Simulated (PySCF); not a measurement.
C6H7F3Si.
Numbering: `[F:1][C:2]([F:3])([F:4])[CH2:5][C:6]1=[CH:7][CH:8]=[CH:9][SiH2:10]1` (hydrogens: H11, H12 on C5; H13 on C7; H14 on C8; H15 on C9; H16, H17 on Si10)

The same species was optimised twice, with GFN2-xTB and with PBE0-D3(BJ)/def2-SVP (PySCF), and the same property calculations (PySCF, gas phase) were run on both structures.

| coordinate | GFN2-xTB | PBE0-D3(BJ)/def2-SVP | change |
| --- | --- | --- | --- |
| C7–C8 (Å) | 1.455 | 1.477 | +0.022 |
| C9–Si10 (Å) | 1.886 | 1.872 | -0.014 |
| C6=C7 (Å) | 1.340 | 1.351 | +0.011 |
| C8=C9 (Å) | 1.338 | 1.350 | +0.012 |
| C6–Si10 (Å) | 1.900 | 1.890 | -0.010 |
| C2–F3 (Å) | 1.345 | 1.336 | -0.009 |
| C2–F4 (Å) | 1.340 | 1.334 | -0.006 |
| C2–C5 (Å) | 1.515 | 1.508 | -0.007 |
| C5–C6 (Å) | 1.495 | 1.493 | -0.002 |
| F1–C2 (Å) | 1.344 | 1.343 | -0.001 |
| C6–Si10–C9 (°) | 88.4 | 92.6 | +4.2 |
| C7–C6–Si10 (°) | 109.3 | 106.0 | -3.3 |
| C8–C9–Si10 (°) | 109.7 | 106.7 | -3.0 |
| C2–C5–C6 (°) | 110.8 | 113.5 | +2.7 |
| C5–C6–Si10 (°) | 127.2 | 129.8 | +2.6 |
| F1–C2–C5 (°) | 112.7 | 111.2 | -1.5 |
| F3–C2–F4 (°) | 106.3 | 107.7 | +1.4 |
| C6–C7–C8 (°) | 116.2 | 117.5 | +1.3 |
| F1–C2–C5–C6 (°) | 67 | 59 | -8 |
| C2–C5–C6–C7 (°) | 120 | 139 | +19 |

Rotational constants: A = 2462, B = 707.1, C = 628.4 MHz (GFN2-xTB) against A = 2571, B = 683.6, C = 609.3 MHz (PBE0-D3(BJ)/def2-SVP). Point groups within 0.08 Å: C1 and C1. Atoms that the bonding makes alike are paired by their places after alignment.

On the GFN2-xTB structure: HOMO (eV) -6.83 [PBE0/pcSseg-1]; LUMO (eV) -1.70 [PBE0/pcSseg-1]; dipole (D) 2.26 [PBE0/pcSseg-1]; GIAO shielding of F1/F3/F4 (mean) (ppm) 251.5 [PBE0/pcSseg-1]; GIAO shielding of C2 (ppm) 51.6 [PBE0/pcSseg-1]; GIAO shielding of C5 (ppm) 142.4 [PBE0/pcSseg-1]; GIAO shielding of C6 (ppm) 43.6 [PBE0/pcSseg-1]; GIAO shielding of C7 (ppm) 31.9 [PBE0/pcSseg-1]; GIAO shielding of C8 (ppm) 31.1 [PBE0/pcSseg-1]; GIAO shielding of C9 (ppm) 50.2 [PBE0/pcSseg-1]; GIAO shielding of Si10 (ppm) 394.0 [PBE0/pcSseg-1].

What do these properties become on the PBE0-D3(BJ)/def2-SVP structure?

| property | level | on GFN2-xTB | on PBE0-D3(BJ)/def2-SVP | change |
| --- | --- | --- | --- | --- |
| HOMO (eV) | PBE0/pcSseg-1 | -6.83 | -6.92 | -0.09 |
| LUMO (eV) | PBE0/pcSseg-1 | -1.70 | -1.76 | -0.06 |
| dipole (D) | PBE0/pcSseg-1 | 2.26 | 2.36 | +0.10 |
| energy, GFN2-xTB geometry as zero (kcal/mol) | PBE0/pcSseg-1 | 0.0 | -2.4 | -2.4 |
| GIAO shielding of F1/F3/F4 (mean) (ppm) | PBE0/pcSseg-1 | 251.5 | 258.5 | +7.0 |
| GIAO shielding of C2 (ppm) | PBE0/pcSseg-1 | 51.6 | 52.9 | +1.3 |
| GIAO shielding of C5 (ppm) | PBE0/pcSseg-1 | 142.4 | 142.6 | +0.2 |
| GIAO shielding of C6 (ppm) | PBE0/pcSseg-1 | 43.6 | 43.1 | -0.5 |
| GIAO shielding of C7 (ppm) | PBE0/pcSseg-1 | 31.9 | 29.8 | -2.1 |
| GIAO shielding of C8 (ppm) | PBE0/pcSseg-1 | 31.1 | 27.5 | -3.6 |
| GIAO shielding of C9 (ppm) | PBE0/pcSseg-1 | 50.2 | 48.3 | -1.9 |
| GIAO shielding of Si10 (ppm) | PBE0/pcSseg-1 | 394.0 | 392.2 | -1.8 |

The heavy atoms differ by 0.163 Å rms after alignment (one structure mirrored). Among bonds between heavy atoms C7–C8 changes most (+0.022 Å). Changes are differences of the printed values. Neither structure is proved a minimum here.

Shape of the structure used: `[F:1][C:2]([F:3])([F:4])[CH2:5][C:6]1=[CH:7][CH:8]=[CH:9][SiH2:10]1`: F1–C2–C5–C6 59°, C2–C5–C6–C7 139°.
